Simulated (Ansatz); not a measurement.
C8H15HfNO2 (`C[O][Hf]1234([OH])([N](C)C)[C@H]5[C@@H]1[C@@H]2[C@@H]3[C@H]54`) from Hartree–Fock to CCSD(T)

```xyz
27

C     0.011    1.689   -2.853
O    -0.313    0.786   -1.855
Hf   -0.077   -0.501   -0.440
O    -0.728   -2.271   -1.032
N    -1.490    0.124    0.904
C    -1.827   -0.696    2.039
C    -2.093    1.428    0.979
C     1.714   -1.567    0.991
C     1.685   -0.203    1.356
C     2.146    0.550    0.256
C     2.472   -0.350   -0.784
C     2.207   -1.656   -0.330
H     1.068    1.982   -2.799
H    -0.172    1.258   -3.843
H    -0.596    2.597   -2.762
H    -1.589   -2.526   -1.358
H    -2.915   -0.838    2.126
H    -1.382   -1.693    1.953
H    -1.480   -0.258    2.990
H    -3.190    1.362    1.035
H    -1.761    1.988    1.869
H    -1.841    2.021    0.097
H     1.413   -2.400    1.610
H     1.355    0.195    2.305
H     2.225    1.627    0.212
H     2.840   -0.080   -1.763
H     2.316   -2.565   -0.902
```

The species carries charge 0 and has multiplicity 1. Correlated methods include outer-core shells of Hf, which these sets cover unevenly. Hf takes the def2 core potential. The geometry is a stationary point of PBE0-D4/def2-TZVP. It is one conformer, not always the lowest. Frozen core, restricted reference, Ansatz 0.2.0.

| basis | HF (Eh) | MP2 corr. | CCSD corr. | (T) | CCSD(T) total |
| --- | --- | --- | --- | --- | --- |
| def2-SVP | -563.09367 | ? | -1.96771 | ? | ? |
| def2-TZVPP | -563.70009 | -2.37728 | -2.41856 | -0.11183 | -566.23048 |
| def2-QZVPP | ? | ? | – | – | – |

Question: Fill in the withheld values. (Best estimate.)

Answer: Computed: def2-SVP MP2 corr.: -1.89334; def2-SVP (T): -0.07172; def2-SVP CCSD(T) total: -565.13310; def2-QZVPP HF (Eh): -563.72384; def2-QZVPP MP2 corr.: -2.55972.
